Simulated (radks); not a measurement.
Excited configurations of Xe+: one electron is placed in a higher orbital outside [Kr] 4d10 5s2 5p4. The ground configuration is [Kr] 4d10 5s2 5p5. Calculated with a radial shooting solver on a logarithmic mesh with Libxc functionals: scalar-relativistic Kohn-Sham, r2SCAN, spin-polarised, spherical densities, finite nucleus; open shells are filled with parallel spins first (spin-orbit coupling, left out, can overturn this in heavy ions); meta-GGA in the generalised Kohn-Sham scheme; Fermi nuclear charge, rms radius 4.7859 fm. Excitation = E - E(ground); binding = E(ion) - E, where the ion is the core of charge +2; n* = 2/sqrt(2 binding) in atomic units, and the quantum defect is n - n*.

4f: excitation (eV) 17.536; binding (eV) 3.698; n* 3.836; quantum defect 0.164; eigenvalue (eV) -2.427; <r> (bohr) 7.317
5f: excitation (eV) 18.523; binding (eV) 2.711; n* 4.480; quantum defect 0.520; eigenvalue (eV) -1.852; <r> (bohr) 11.74
6s: excitation (eV) 12.007; binding (eV) 9.227; n* 2.429; quantum defect 3.571; eigenvalue (eV) -7.441; <r> (bohr) 4.626
6p: excitation (eV) 14.377; binding (eV) 6.857; n* 2.817; quantum defect 3.183; eigenvalue (eV) -5.446; <r> (bohr) 5.755
7s: excitation (eV) 16.576; binding (eV) 4.658; n* 3.418; quantum defect 3.582; eigenvalue (eV) -3.754; <r> (bohr) 9.003
7p: excitation (eV) 17.482; binding (eV) 3.752; n* 3.809; quantum defect 3.191; eigenvalue (eV) -3.022; <r> (bohr) 10.78
7d: excitation (eV) 18.606; binding (eV) 2.628; n* 4.551; quantum defect 2.449; eigenvalue (eV) -2.074; <r> (bohr) 14.62
7f: excitation (eV) 19.780; binding (eV) 1.454; n* 6.119; quantum defect 0.881; eigenvalue (eV) -1.143; <r> (bohr) 26.12

The Delta-SCF ionisation energy is 21.234 eV (NIST Atomic Spectra Database: 20.975 eV, semi-empirical). Self-interaction in the functional shifts the binding energies and quantum defects, so they are the method's values and not measured ones. Open shells are spherical and high-spin; term and fine-structure splittings are not resolved. Spin-orbit splitting is averaged out at the scalar-relativistic level.
